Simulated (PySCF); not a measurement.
**RbF₂⁻: map over both bonds**

Computed with PBE0 in PySCF with Rb def2-TZVPD with ECP28, F def2-TZVPD; scalar-relativistic core potentials, no spin–orbit coupling; density-fitted integrals.

Rigid scan from the singlet minimum (Rb–F 2.545 Å (×2); F–Rb–F 180.0°). Coordinate: rows scale the first bond (Rb–F), columns the second (Rb–F). Energies in kJ/mol from the minimum.

Q: Give the energy map for rows 0.94, 0.97, 1.00, 1.04, 1.09, 1.15 and columns 0.94, 0.97, 1.00, 1.04, 1.09, 1.15.

A: 
```tsv
scale \ scale	0.94	0.97	1.00	1.04	1.09	1.15
0.94	11.6	6.9	5.2	6.1	10.6	18.7
0.97	6.9	2.6	1.1	2.4	7.4	16.0
1.00	5.2	1.1	0.0	1.7	7.1	16.1
1.04	6.1	2.4	1.7	3.8	9.7	19.3
1.09	10.6	7.4	7.1	9.7	16.2	26.4
1.15	18.7	16.0	16.1	19.3	26.4	37.4
```

Q: And the size of the dipole moment (D, about the centre of mass) on the same grid?

A: 
```csv
scale \ scale,0.94,0.97,1.00,1.04,1.09,1.15
0.94,0.00,0.38,0.75,1.24,1.85,2.57
0.97,0.38,0.00,0.37,0.87,1.47,2.19
1.00,0.75,0.37,0.00,0.49,1.10,1.81
1.04,1.24,0.87,0.49,0.00,0.61,1.32
1.09,1.85,1.47,1.10,0.61,0.00,0.72
1.15,2.57,2.19,1.81,1.32,0.72,0.00
```
